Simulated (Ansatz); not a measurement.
The cluster Li₆H₇⁻. Total charge -1; quintet. Geometry PBE0-D4/def2-TZVPD; atoms count from 1.

```csv
atom,x (Å),y (Å),z (Å)
Li1,-1.477,-1.200,-0.957
Li2,-1.090,1.382,-0.029
Li3,0.457,2.745,2.425
Li4,0.134,-0.312,1.189
Li5,1.212,-1.585,-1.569
Li6,-0.226,0.246,-2.967
H7,0.152,1.483,1.265
H8,1.205,0.401,-1.625
H9,-1.568,-0.306,0.523
H10,0.171,-1.164,3.094
H11,-0.220,-0.533,3.233
H12,-0.395,-1.386,-2.297
H13,1.647,0.231,-2.285
```

In the quintet, H10 and H11 lie 0.75 Å apart, H8 and H13 lie 0.81 Å apart (atoms count from 1), so H2 has formed as a molecule. At PBE0-D4/def2-TZVPD a singlet of charge -1 lies 3.96 eV below the quintet, each at its own geometry. The structure comes from a short search, and lower isomers may exist.

Q: Estimate the Mulliken populations from the PBE0/def2-TZVPD orbitals of Ansatz.

A: 
```tsv
atom	charge (e)	spin (α − β)
Li1	0.60	0.32
Li2	0.26	0.55
Li3	0.04	0.84
Li4	0.07	0.66
Li5	0.24	0.64
Li6	0.13	0.77
H7	-0.67	-0.04
H8	-0.50	-0.01
H9	-0.68	-0.04
H10	0.03	0.02
H11	-0.03	0.00
H12	-0.73	-0.04
H13	0.25	0.32
```
Mulliken values depend strongly on the basis. With diffuse functions, as here, like atoms can get unlike values, and bond orders can come out too low or too high.

Q: Where does the spin sit?

A: Summed by element: Li 3.78, H 0.22, of 4 unpaired in all. Largest on single atoms: Li3 0.84, Li6 0.77, Li4 0.66.

Q: And the Mayer bond orders between heavy atoms (over 0.3)?

A: Li2–Li6 0.43 (3.27 Å); Li4–Li5 0.41 (3.22 Å).
